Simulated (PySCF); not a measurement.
## Ga²⁺ (gallium, charge +2) across methods

[Ar] 3d9 4s1 5s1, high-spin 4D determinant (an excited configuration). All numbers are calculated (PySCF 2.14, a scalar-relativistic core potential, in aug-cc-pVTZ-PP with ECP10MDF).

```json
{"method": "r2SCANh", "E (hartree)": "-257.0515", "mean ε 3d β (eV)": "-57.168", "mean ε 4s α (eV)": "-34.172", "mean ε 5s α (eV)": "-12.638", "Σ⟨r²⟩ (bohr²)": "36.24", "⟨S²⟩": "3.750"}
{"method": "UHF", "E (hartree)": "-256.16762", "mean ε 3d β (eV)": "-68.476", "mean ε 4s α (eV)": "-37.542", "mean ε 5s α (eV)": "-13.864", "Σ⟨r²⟩ (bohr²)": "37.51", "⟨S²⟩": "3.750"}
{"method": "M06-2X", "E (hartree)": "-257.2832", "mean ε 3d β (eV)": "-62.974", "mean ε 4s α (eV)": "-35.007", "mean ε 5s α (eV)": "-13.792", "Σ⟨r²⟩ (bohr²)": "35.81", "⟨S²⟩": "3.751"}
{"method": "PBE", "E (hartree)": "-257.1599", "mean ε 3d β (eV)": "-55.425", "mean ε 4s α (eV)": "-33.548", "mean ε 5s α (eV)": "-12.523", "Σ⟨r²⟩ (bohr²)": "36.01", "⟨S²⟩": "3.750"}
{"method": "r2SCAN", "E (hartree)": "-257.0528", "mean ε 3d β (eV)": "-55.772", "mean ε 4s α (eV)": "-33.720", "mean ε 5s α (eV)": "-12.471", "Σ⟨r²⟩ (bohr²)": "36.18", "⟨S²⟩": "3.750"}
{"method": "BP86", "E (hartree)": "-257.2783", "mean ε 3d β (eV)": "-55.618", "mean ε 4s α (eV)": "-33.726", "mean ε 5s α (eV)": "-12.584", "Σ⟨r²⟩ (bohr²)": "35.86", "⟨S²⟩": "3.750"}
{"method": "wB97X-V", "E (hartree)": "-257.1275", "mean ε 3d β (eV)": "-61.427", "mean ε 4s α (eV)": "-36.901", "mean ε 5s α (eV)": "-14.174", "Σ⟨r²⟩ (bohr²)": "36.37", "⟨S²⟩": "3.750"}
{"method": "PBE0", "E (hartree)": "-257.1340", "mean ε 3d β (eV)": "-58.957", "mean ε 4s α (eV)": "-34.633", "mean ε 5s α (eV)": "-12.927", "Σ⟨r²⟩ (bohr²)": "36.01", "⟨S²⟩": "3.750"}
{"method": "LDA", "E (hartree)": "-256.6940", "mean ε 3d β (eV)": "-55.315", "mean ε 4s α (eV)": "-34.020", "mean ε 5s α (eV)": "-12.503", "Σ⟨r²⟩ (bohr²)": "35.79", "⟨S²⟩": "3.750"}
```

Energies and moments cover only the electrons outside the core potential. The outer electron is Rydberg-like, and this basis confines it to a smaller radius and binds it less than a complete one would.
